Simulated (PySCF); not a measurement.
Isomers of CH14OSi5, mass 181.989 u with the commonest isotopes. Theory: PBE0/pcSseg-1 in PySCF (dipole) on a GFN2-xTB geometry, gas phase. One conformer each, none proved a minimum here; rigid rotors.

Question: Order these by out-of-plane moment Σ m c² = (Ia + Ib − Ic)/2, largest first.
A. `[SiH3:1][CH2:2][O:3][Si@@H:4]([SiH3:5])[SiH2:6][SiH3:7]` with Si1–C2–O3–Si4 179°, C2–O3–Si4–Si5 51°, O3–Si4–Si6–Si7 12°
B. `[CH3:1][Si@H:2]([SiH2:3][SiH3:4])[SiH2:5][O:6][SiH3:7]` with C1–Si2–Si3–Si4 -178°, C1–Si2–Si5–O6 177°, Si2–Si5–O6–Si7 -178°
C. `[SiH3:1][O:2][CH2:3][Si@H:4]([SiH3:5])[SiH2:6][SiH3:7]` with Si1–O2–C3–Si4 -171°, O2–C3–Si4–Si5 66°, C3–Si4–Si6–Si7 58°

Answer: C (141.63 u·Å²), A (41.27 u·Å²), B (29.55 u·Å²).

Question: Order these by radius of gyration √(Σ m r²/M), smallest first.
A. `[CH3:1][Si@H:2]([SiH2:3][SiH3:4])[SiH2:5][O:6][SiH3:7]` with C1–Si2–Si3–Si4 -178°, C1–Si2–Si5–O6 177°, Si2–Si5–O6–Si7 -178°
B. `[SiH3:1][CH2:2][O:3][Si@@H:4]([SiH3:5])[SiH2:6][SiH3:7]` with Si1–C2–O3–Si4 179°, C2–O3–Si4–Si5 51°, O3–Si4–Si6–Si7 12°
C. `[SiH3:1][O:2][CH2:3][Si@H:4]([SiH3:5])[SiH2:6][SiH3:7]` with Si1–O2–C3–Si4 -171°, O2–C3–Si4–Si5 66°, C3–Si4–Si6–Si7 58°

Answer: C (2.451 Å), A (2.561 Å), B (2.636 Å).

Question: Order these by dipole moment, smallest first.
A. `[SiH3:1][O:2][CH2:3][Si@H:4]([SiH3:5])[SiH2:6][SiH3:7]` with Si1–O2–C3–Si4 -171°, O2–C3–Si4–Si5 66°, C3–Si4–Si6–Si7 58°
B. `[SiH3:1][CH2:2][O:3][Si@@H:4]([SiH3:5])[SiH2:6][SiH3:7]` with Si1–C2–O3–Si4 179°, C2–O3–Si4–Si5 51°, O3–Si4–Si6–Si7 12°
C. `[CH3:1][Si@H:2]([SiH2:3][SiH3:4])[SiH2:5][O:6][SiH3:7]` with C1–Si2–Si3–Si4 -178°, C1–Si2–Si5–O6 177°, Si2–Si5–O6–Si7 -178°

Answer: C (0.89 D), B (1.06 D), A (1.51 D).

```json
{"SMILES": "[SiH3]CO[Si@@H]([SiH3])[SiH2][SiH3]", "point group": "C1", "Ia (u·Å²)": "633.24", "Ib (u·Å²)": "672.12", "Ic (u·Å²)": "1222.81", "κ": "0.76", "μa (D)": "0.74", "μb (D)": "0.65", "μc (D)": "0.39"}
{"SMILES": "[SiH3]OC[Si@H]([SiH3])[SiH2][SiH3]", "point group": "C1", "Ia (u·Å²)": "594.54", "Ib (u·Å²)": "640.41", "Ic (u·Å²)": "951.69", "κ": "0.62", "μa (D)": "0.72", "μb (D)": "0.87", "μc (D)": "1.00"}
{"SMILES": "C[Si@H]([SiH2][SiH3])[SiH2]O[SiH3]", "point group": "C1", "Ia (u·Å²)": "539.23", "Ib (u·Å²)": "683.87", "Ic (u·Å²)": "1163.99", "κ": "0.21", "μa (D)": "0.28", "μb (D)": "0.84", "μc (D)": "0.11"}
```
